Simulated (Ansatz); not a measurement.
A nudged elastic band was laid between two geometries of ClH3Sn + H (6 atoms, charge 0, multiplicity 2).

Computed with Ansatz 0.2.0, UKS PBE/def2-SVP.

| Quantity | Value |
| --- | --- |
| movable images | 7 |
| climbing image | yes |
| spring | 5.0 eV/Å² |
| optimiser | quadratic models (default) |
| start path | through a guess of the saddle point |
| force threshold | 0.05 eV/Å |
| iteration limit | 60 |
| end points | relaxed |

First end point:

```xyz
6
Properties=species:S:1:pos:R:3
Sn 0.003 0.000 -0.228
Cl 0.022 0.000 2.151
H 1.653 0.000 -0.727
H -0.828 1.432 -0.707
H -0.828 -1.432 -0.707
H -0.021 0.000 5.471
```

Last end point:

```xyz
6
Properties=species:S:1:pos:R:3
Sn 0.000 0.000 -0.306
Cl 0.005 0.000 3.476
H 1.638 0.000 -0.899
H -0.820 1.419 -0.898
H -0.820 -1.419 -0.898
H -0.001 0.000 4.776
```

(1) What changes between the two ends?

(2) What energy profile does the band end with?

(3) What is the geometry of the highest image?

(4) What are the harmonic wavenumbers there?

Results:

(1) Bonds broken: Sn1–Cl2. Bonds formed: Cl2–H6. ClH3Sn + H becomes ClH + H3Sn.

(2) The run converged. The highest image is number 4 of 0 to 8, 3.0 kcal/mol above the first end and 15.1 kcal/mol above the last; the last end lies 12.1 kcal/mol below the first. A vibrational analysis at the climbing image gives one clearly imaginary mode, 587i cm⁻¹: a first-order saddle point.

```json
{"image": "0", "path coordinate (Å)": "0.00", "energy (kcal/mol)": "0.0", "Sn1–Cl2 (Å)": "2.38", "Cl2–H6 (Å)": "3.32"}
{"image": "1", "path coordinate (Å)": "0.33", "energy (kcal/mol)": "0.1", "Sn1–Cl2 (Å)": "2.38", "Cl2–H6 (Å)": "2.96"}
{"image": "2", "path coordinate (Å)": "0.65", "energy (kcal/mol)": "0.4", "Sn1–Cl2 (Å)": "2.38", "Cl2–H6 (Å)": "2.61"}
{"image": "3", "path coordinate (Å)": "0.98", "energy (kcal/mol)": "1.4", "Sn1–Cl2 (Å)": "2.39", "Cl2–H6 (Å)": "2.25"}
{"image": "4", "path coordinate (Å)": "1.30", "energy (kcal/mol)": "3.0", "Sn1–Cl2 (Å)": "2.47", "Cl2–H6 (Å)": "1.83"}
{"image": "5", "path coordinate (Å)": "1.68", "energy (kcal/mol)": "-6.9", "Sn1–Cl2 (Å)": "2.86", "Cl2–H6 (Å)": "1.37"}
{"image": "6", "path coordinate (Å)": "2.05", "energy (kcal/mol)": "-10.6", "Sn1–Cl2 (Å)": "3.16", "Cl2–H6 (Å)": "1.31"}
{"image": "7", "path coordinate (Å)": "2.43", "energy (kcal/mol)": "-11.8", "Sn1–Cl2 (Å)": "3.46", "Cl2–H6 (Å)": "1.30"}
{"image": "8", "path coordinate (Å)": "2.80", "energy (kcal/mol)": "-12.1", "Sn1–Cl2 (Å)": "3.78", "Cl2–H6 (Å)": "1.30"}
```

(3) 
```xyz
6
Properties=species:S:1:pos:R:3
Sn 0.001 0.000 -0.003
Cl 0.003 0.000 2.463
H 1.654 0.000 -0.501
H -0.827 1.432 -0.498
H -0.827 -1.432 -0.499
H -0.002 0.000 4.291
```

(4) 587i, 106, 106, 370, 409, 410, 661, 673, 673, 1837, 1873, 1873 cm⁻¹.

Time of the run: 2.5 min on 1 thread of AMD EPYC 7R43 64-Core Processor (Zen 3) (shared host), peak memory 0.15 GiB.
